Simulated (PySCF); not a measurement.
**Stationary points of CeO₂**

Method: B3LYP/[Ce def2-TZVP with ECP28, O def2-TZVP], scalar-relativistic core potentials, density fitting, no spin–orbit coupling, PySCF.

Relaxations began from a few typed shapes. The search is not exhaustive: other isomers or separated fragments can lie lower, and high-lying points may rest on an excited occupation.

```csv
spin,group,bonds,angles,imaginary modes (cm⁻¹),ΔE (kJ/mol),ΔE with ZPE (kJ/mol)
singlet,C2v,Ce–O 1.820 Å (×2),O–Ce–O 140.9°,none,0.0,0.0
singlet,D∞h,Ce–O 1.816 Å (×2),O–Ce–O 180.0°,"75i, 75i",4.0,–
```

The lowest minimum found is the singlet C2v: Ce–O 1.820 Å (×2); O–Ce–O 140.9°.

Formally Ce is in oxidation state +4, with 0 electrons left for the f, d and s shells; the Mulliken f population is 1.30.
